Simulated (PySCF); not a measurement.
Radial density of Ar⁺ (argon, charge +1)

MN15, [Ne] 3s2 3p5, 2P determinant. All numbers are calculated (PySCF 2.14, no relativity, point nucleus, in aug-cc-pV(D+d)Z (5s4p3d, 32 functions)).

```csv
r (bohr),4πr²ρ (e/bohr),4πr²(ρα − ρβ)
0.00119,0.06497,0.0000
0.00200,0.1791,0.0000
0.00336,0.4813,0.0000
0.00565,1.255,0.0000
0.00950,3.091,0.0000
0.0160,6.938,0.0001
0.0269,13.30,0.0009
0.0452,19.71,0.0060
0.0760,19.77,0.0285
0.128,14.71,0.0955
0.215,18.33,0.1710
0.362,19.26,0.0724
0.609,6.620,0.0707
1.02,5.211,0.6641
1.72,3.696,0.5444
2.90,0.4325,0.0649
4.87,0.005364,0.0006
```
